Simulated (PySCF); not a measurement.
## Ga: excitation energy

Ga [Ar] 3d10 4s2 4p1 (2P) → Ga [Ar] 3d10 4s1 4p2 (4P), as a difference of total energies. Computed with PySCF 2.14 in aug-cc-pwCVDZ-PP with ECP10MDF, with a scalar-relativistic core potential. Correlated levels: valence: 3s2 3p6 3d10 frozen. The calculations carry no spin-orbit coupling.

| method | excitation energy (eV) |
| --- | --- |
| UHF | 3.322 |
| MP2 (valence) | 3.972 |
| SCS-MP2 (valence) | 4.218 |
| CCSD (valence) | 4.245 |
| CCSD(T) (valence) | 4.262 |
| CCSDT (valence) | 4.269 |

Task: How much does correlation contribute at CCSD(T) (valence)?

Result: 4.262 − (3.322) = 0.940 eV, measured against UHF.
